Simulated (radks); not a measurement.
Results of a calculation; reference values are marked as such.
Excited configurations of Cr I: one electron is placed in a higher orbital outside [Ar] 3d5. The ground configuration is [Ar] 3d5 4s1. Level of theory: non-relativistic Kohn-Sham, LDA (Slater exchange, Perdew-Wang correlation), spin-polarised, spherical densities, point nucleus; open shells are filled with parallel spins first (a radial shooting solver on a logarithmic mesh with Libxc functionals). Excitation = E - E(ground); binding = E(ion) - E, where the ion is the core of charge +1; n* = 1/sqrt(2 binding) in atomic units, and the quantum defect is n - n*.

outer orbital  excitation (eV)  binding (eV)     n*  eigenvalue (eV)
4p                       3.295         4.167  1.807           -2.059
4d                       5.831         1.632  2.888           -0.781
5p                       5.654         1.808  2.743           -1.066
5d                       6.461         1.001  3.687           -0.584
5f                       6.824         0.638  4.619           -0.381
6s                       6.166         1.296  3.240           -0.827
6d                       6.794         0.668  4.514           -0.422
7s                       6.656         0.806  4.107           -0.533
7p                       6.787         0.675  4.488           -0.446

The Delta-SCF ionisation energy is 7.462 eV (NIST Atomic Spectra Database: 6.767 eV, measured). Self-interaction in the functional shifts the binding energies and quantum defects, so they are the method's values and not measured ones. Open shells are spherical and high-spin; term and fine-structure splittings are not resolved.
